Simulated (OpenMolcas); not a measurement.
**Ag3+ in a point-charge field**

Ag3+ among 6 point charges of -1 e arranged as a tetragonal octahedron (D4h), 2.02 Å from the ion, with the axial distance 2.182 Å.
```
   2.0200    0.0000    0.0000  -1.00
   0.0000    2.0200    0.0000  -1.00
  -2.0200    0.0000    0.0000  -1.00
   0.0000   -2.0200    0.0000  -1.00
   0.0000    0.0000    2.1816  -1.00
   0.0000    0.0000   -2.1816  -1.00
```

| Property | Result |
| --- | --- |
| Program | OpenMolcas |
| Method | CASSCF |
| Basis | ANO-RCC-VTZP [7s6p4d2f1g] |
| Scalar Hamiltonian | DKH2, point nucleus |
| Active space | 8 electrons in 5 orbitals (4d) |
| State averaging | 2S+1 = 3 even, 10 roots; 2S+1 = 1 even, 15 roots |
| Spin-orbit coupling | state interaction with AMFI integrals over the reference wave functions |

The lowest spin-free states (labels of D4, the rotations of D4h), above the lowest:

```csv
State,Degeneracy,E (cm-1),Free-ion L (%)
3B1,1,0.0,F (100)
3E,2,2314,F (100)
3B2,1,2819,F (100)
3A2,1,4521,F (98)
3E,2,4534,F (100)
1A1,1,15025,D (92)
1B1,1,15246,D (92)
1E,2,16978,D (97)
1B2,1,17459,D (97)
3A2,1,18016,P (98)
3E,2,19353,P (100)
1A2,1,22158,G (100)
1A1,1,22439,G (94)
1E,2,24168,G (98)
1A1,1,24769,G (98)
1B1,1,25107,G (92)
1E,2,25156,G (99)
1B2,1,25718,G (97)
1A1,1,55878,S (99)
```

The lowest levels with spin-orbit coupling:

| E (cm-1) | Degeneracy | Label | 2S+1 | g |
| --- | --- | --- | --- | --- |
| 0.0 | 2 | E | 3 | 0.00 0.00 6.14 |
| 18.8 | 1 | B2 | 3 |  |
| 1611 | 1 | A1 | 3 |  |
| 1892 | 1 | A2 | 3 |  |
| 2216 | 1 | B1 | 3 |  |
| 2586 | 2 | E | 3 | 0.00 0.00 0.43 |
| 3383 | 1 | A1 | 3 |  |
| 5104 | 2 | E | 3 | 0.00 0.00 2.91 |
| 5275 | 1 | B1 | 3 |  |
| 5442 | 1 | B2 | 3 |  |
| 6228 | 2 | E | 3 | 0.00 0.00 1.04 |
| 6603 | 1 | A2 | 3 |  |
| 8030 | 1 | B2 | 3 |  |
| 8357 | 1 | B1 | 3 (89 %) |  |
| 8444 | 1 | A1 | 3 (87 %) |  |
| 8482 | 2 | E | 3 | 0.00 0.00 1.72 |
| 16397 | 1 | A1 | 1 (54 %) |  |
| 16645 | 1 | B1 | 1 (61 %) |  |
| 16746 | 2 | E | 3 (55 %) | 0.00 0.00 2.59 |
| 17278 | 1 | B2 | 3 (51 %) |  |

Powder χT (cm3 K/mol): 1.37 at 2 K, 1.99 at 10 K, 2.46 at 50 K, 2.54 at 100 K, 2.63 at 200 K, 2.72 at 300 K. The effective moment at 300 K is 2.828 √(χT) = 4.67 μB.

The lowest level has 2S+1 = 3, for which the spin-only value is χT = S(S+1) / 2 = 1.000 cm3 K/mol (g = 2). The computed 2.722 at 300 K differs by +1.722, through orbital momentum, spin-orbit coupling and any other state in reach.

Spin-orbit coupling mixes the spin-free states strongly: the lowest level takes only 69 % from its leading state, 3B1. Without dynamic correlation the repulsion within the d shell is too large (B by tens of per cent), so at a given field states of lower spin stand too high. Real 4d8 and 5d8 ions are as a rule square planar and diamagnetic. Point charges give a weaker field than real ligands, and real ions of this kind are as a rule low spin; the high spin found here belongs to the model. The ground term spreads over less than 5000 cm-1, several times less than with real ligands, so orbital moments are less quenched and χT lies further from the spin-only value than at real sites. This is an electrostatic model: the charges have no orbitals. No measured value stands beside these numbers.

With an even number of electrons the g values are those of a degenerate or nearly degenerate non-Kramers pair.
